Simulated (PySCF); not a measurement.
Worked example: oscillator strength and radiative lifetime

H6P2Si, SMILES [SiH2](P)P.

The structure is a stationary point at PBE0-D3(BJ)/def2-SVP. Other conformers were not sampled.

TDDFT-PBE0/def2-SVPD (PySCF) puts the first singlet state with f over 0.02 at 5.84 eV (vertical), with the transition dipole (-0.700, 0.000, 0.000) in atomic units.

**Question.** Find the oscillator strength, the wavelength and the radiative lifetime that this transition would have in vacuum if emission retraced absorption.

**Answer.** 
|μ|² = 0.4900 au, so |μ| = 1.78 D. ΔE = 5.84/27.211 = 0.2146 hartree. f = (2/3) ΔE |μ|² = 0.070 (the program prints 0.070).
λ = 1239.84/5.84 = 212 nm; ν = 47103 cm⁻¹.
Einstein's coefficient A = 0.6670 ν² f s⁻¹ (ν in cm⁻¹) = 1.0e8 s⁻¹, so τ = 1/A = 9.6 ns. This state is S1. The figure is the radiative limit of this one transition; relaxation, internal conversion, crossing to triplets and a medium change what is measured.
